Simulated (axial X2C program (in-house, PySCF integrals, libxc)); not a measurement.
## Which molecule has these constants?

All values come from calculations with an in-house relativistic program for diatomic molecules, spin-free (one-electron X2C) or two-component (2c: spin–orbit coupling with atomic mean-field Coulomb and Gaunt terms, which also bring small scalar terms), in Dyall basis sets with cores contracted in-house; open shells are unrestricted.

A two-component PBE0 calculation in a Dyall 3-zeta basis gave Re = 2.161 Å, ωe = 507.9 cm⁻¹, dipole magnitude 1.55 D, Ω = 1.

Question: Which molecule is it?
A. BeGe
B. GeF
C. GeO
D. LiGe
E. GeB

Answer: A. The others have GeB 1.973 Å and 648.7 cm⁻¹ (Ω = 3/2); LiGe 2.396 Å and 403.3 cm⁻¹ (Ω = 3/2); GeF 1.754 Å and 656.4 cm⁻¹ (Ω = 1/2); GeO 1.616 Å and 1025.7 cm⁻¹ (Ω = 0).

Each entry is the lowest single determinant of a limited PBE0 search at one distance. De goes to single-determinant-based atoms at the same level (for ions the charge split of lowest energy) and is withheld (n/a) where an atom does not fit its ground term or J level. Main or longest-lived isotopes. One determinant is a doubtful description, or other states lie close, for BeGe, GeB, LiGe; these need not be ground states, and all values refer to the states named. Some open-shell Ω = 0 determinants are out of reach, so the Ω given for BeGe need not be the lowest component. With several unpaired electrons the Ω given is that of one determinant, not necessarily of the lowest component. The functionals have no current term, which raises determinants with orbital currents.
